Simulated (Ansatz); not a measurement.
Cost and result up the ladder for Li12F12 (started as a model of: (LiF)12 cage of four- and six-membered rings) (24 atoms). Total charge 0; singlet. Geometry: PBE0-D4/def2-SVP.

```
atom    x (Å)    y (Å)    z (Å)
 Li1  -2.5275   1.0111   0.5277
  F2  -1.4612   1.6258   1.8470
 Li3  -0.6907   2.6278   0.5593
  F4  -1.8185   2.0824  -0.7393
 Li5  -1.1272   1.3230  -2.1613
  F6  -1.3357  -0.4384  -2.4925
 Li7  -2.0320  -1.4333  -1.2267
  F8  -2.7596  -0.7060   0.2555
 Li9  -1.7039  -1.8550   1.1613
 F10  -1.0474  -2.6449  -0.3221
 F11  -0.6538  -1.3123   2.4574
Li12  -0.4558   0.4653   2.6949
 F13   1.3369   0.4369   2.4913
Li14   1.1258  -1.3243   2.1613
Li15   2.0332   1.4330   1.2265
 F16   1.0475   2.6444   0.3232
Li17   1.7030   1.8553  -1.1612
 F18   0.6527   1.3136  -2.4574
Li19   0.4569  -0.4641  -2.6958
 F20   2.7601   0.7066  -0.2565
Li21   0.6905  -2.6279  -0.5596
 F22   1.8182  -2.0834   0.7395
Li23   2.5271  -1.0109  -0.5263
 F24   1.4610  -1.6247  -1.8463
```

Ansatz on 4 threads of Arm Neoverse V2 on a shared host. Times are rough, and most runs start from the orbitals of an earlier one. PBE0-D4/def2-TZVP serves as the yardstick here, not as an exact answer. Differences are given only for rows in sets of like size (and for xTB, whose basis is part of the method), since another set adds its own error. Binding counts from free atoms at the same level (Li doublet, F doublet; other spins of the atoms weren't run), without zero-point energy or a counterpoise term.

Correlated methods freeze 12 core orbitals; core or outer-core shells of Li are correlated, in sets that lack core-valence functions. The rows differ in basis, and correlated rows in double-zeta sets carry the largest basis error.

Correlated methods converge slowly with the basis, most of all in double-zeta sets.

| level | functions | binding energy per atom (eV) | difference from PBE0-D4/def2-TZVP (eV) |
| --- | --- | --- | --- |
| MP2/def2-SVP | 276 | 4.20 | – |
| PBE-D4/def2-SVP | 276 | 4.33 | – |
| r2SCAN-D4/def2-TZVP (with forces) | 540 | 4.07 | 0.08 |
| PBE0-D4/def2-SVP | 276 | 4.19 | – |
| PBE-D4/def2-TZVP | 540 | 4.11 | 0.12 |
| PBE0-D4/def2-TZVP (with forces) | 540 | 3.99 | 0.00 |

**Question.** Estimate how long each takes.

**Answer.** PBE-D4/def2-SVP 12 s; PBE0-D4/def2-SVP 15 s; MP2/def2-SVP 17 s; PBE-D4/def2-TZVP 18 s; r2SCAN-D4/def2-TZVP (with forces) 34 s; PBE0-D4/def2-TZVP (with forces) 51 s. On shared hardware such times vary by a factor of up to 3.
